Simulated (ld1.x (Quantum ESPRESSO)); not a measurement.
Te, TM: configuration errors across variants

tellurium (Te), norm-conserving Troullier–Martins (Kleinman–Bylander form), made with ld1.x (Quantum ESPRESSO) 7.5 (PBE, scalar-relativistic). Core [Kr] 4d10, reference 5s2 5p4. Waves: 5s (bound): rc 1.70 bohr; 5p (bound): rc 2.05 bohr; 5d channel at 0.3 Ry: rc 2.20 bohr. Local part: the d channel. Core correction: none.

All-electron excitation energies from the reference (eV): (1) 5s2 5p3 9.729; (2) 5s2 5p2 27.653; (3) 5s2 5p1 54.551; (4) 5s2 5p4.3 -1.469; (5) 5s1 5p4 19.571; (6) 5s2 5p0 91.034; (7) 5s2 5p3.5 3.897.

A true bound ghost makes a file unfit for plane-wave use even where its test errors are small: the radial tests pick states by their node count and pass the ghost by.

Errors AE − PS in meV (a dash: test not solved or not reliable):

| change | (1) | (2) | (3) | (4) | (5) | (6) | (7) | bound ghosts |
| --- | --- | --- | --- | --- | --- | --- | --- | --- |
| base | -15 | -66 | -142 | -0.2 | -23 | -148 | -3.6 | s, p |
| wave 5p (bound): rc 2.05 bohr becomes 5p (bound): rc 1.54 bohr | -16 | -68 | -133 | -0.4 | +6.7 | -51 | -3.8 | s, p |
| wave 5p (bound): rc 2.05 bohr becomes 5p (bound): rc 1.86 bohr | -15 | -68 | -146 | -0.2 | -24 | -157 | -3.7 | s, p |
| wave 5p (bound): rc 2.05 bohr becomes 5p (bound): rc 2.14 bohr | -15 | -66 | -141 | -0.2 | -23 | -148 | -3.6 | s, p |
| wave 5p (bound): rc 2.05 bohr becomes 5p (bound): rc 2.32 bohr | -15 | -67 | -146 | -0.2 | -23 | -158 | -3.7 | s, p |
| wave 5p (bound): rc 2.05 bohr becomes 5p (bound): rc 2.52 bohr | -15 | -70 | -156 | -0.2 | -23 | -183 | -3.8 | s, p |
| wave 5p (bound): rc 2.05 bohr becomes 5p (bound): rc 2.78 bohr | -16 | -77 | -181 | -0.3 | -20 | -249 | -3.9 | s, p |
| wave 5p (bound): rc 2.05 bohr becomes 5p (bound): rc 3.06 bohr | -18 | -88 | -220 | -0.3 | -14 | -358 | -4.1 | s, p |

(1) Give the same row for: wave 5p (bound): rc 2.05 bohr becomes 5p (bound): rc 1.32 bohr.

Answers

(1) -12, -58, -117, -0.2, +23, +25, -2.9; bound ghosts: s, p.
